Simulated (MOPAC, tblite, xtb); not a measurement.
Dissociation curve of Ir(F)6, SMILES [F][Ir]([F])([F])([F])([F])[F] (F6Ir), quartet. The Ir1–F7 bond (Ir1 also carries F, F, F, F, F; F7 carries nothing else) is pulled apart rigidly from the PBE0/def2-TZVP, def2 effective core potentials past Kr optimised geometry. Each curve is given relative to its own lowest point near equilibrium.

```csv
R / Å,A,B,C
1.51,173.5,189.3,144.1
1.62,59.7,64.2,50.7
1.72,15.1,15.3,12.2
1.76,6.6,6.2,4.9
1.83,0.0,0.0,0.0
1.89,0.5,2.0,1.7
1.95,4.9,8.7,7.2
2.10,26.1,38.3,28.7
2.22,48.1,68.1,47.1
2.40,82.9,113.5,69.8
2.70,134.4,174.8,99.4
3.03,174.9,—,—
```

Energies in kJ/mol.

### Question
Assign the columns to these levels of theory: GFN1-xTB (xtb 6.7.1); GFN2-xTB, 300 K electronic temperature (tblite 0.5.0); PM6, unrestricted, heats of formation (MOPAC 23.2.5).

### Answer
A is GFN2-xTB; B is GFN1-xTB; C is PM6.

A dash means that the run gave no value there, or that the column was ended at a point which the program doubted or which failed a test of continuity chosen for this set; such a test can also cut sound points.
